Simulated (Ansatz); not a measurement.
Reactions of C₂H₇NSi (`C=CN[SiH3]`).

Calculated with Ansatz (gas phase, PBE0-D4/def2-TZVP geometries, no zero-point term in ΔE). CBS: MP2 limit from def2 TZ/QZ plus the TZ coupled-cluster correction, frozen cores. Small cases extrapolate CCSD(T) itself. No spin–orbit coupling; open shells (•) take unrestricted orbitals. Spin–orbit coupling would lower the free atoms: a little for C, Si. For Ge, Se outer-core shells are correlated without core-valence functions, so the limit isn't a true one: a few kJ/mol of doubt a bond, and 10 to 20 or more in all where bonds break to atoms. Scalar relativity is left out up to krypton. Each species was taken in one conformer, which may not be the lowest.

**Question.** Order these by ΔE at CCSD(T)/CBS, lowest first. (Best estimate.)
A. `C=CN[SiH3]` + `F[CH]([GeH3])CCl` → `FC([SiH3])CCl` + `C=C[NH][GeH3]`
B. `C=CN[SiH3]` + `CC1B[SiH2]1` → `[SiH3]C1B[SiH2]1` + `C=CNC`
C. `C=CN[SiH3]` → `C=NC[SiH3]`
D. `C=CN[SiH3]` + `C[BH][GeH2][F]` → `C=CN[SiH2]C` + `[BH2][GeH2][F]`
E. `C=CN[SiH3]` + `N=C[SeH]` → `C=C[Se]C=N` + `N[SiH3]`
F. `C=CN[SiH3]` → 2 C• + 7 H• + N• + Si•

**Answer.** E (-7.3 kJ/mol), D (+5.7 kJ/mol), A (+40.0 kJ/mol), B (+50.9 kJ/mol), C (+85.5 kJ/mol), F (+4007.3 kJ/mol).

Largest T1 diagnostic: 0.014, for `[SiH3]C1B[SiH2]1`.

Extrapolated directly: `C=CN[SiH3]` → 2 C• + 7 H• + N• + Si•.
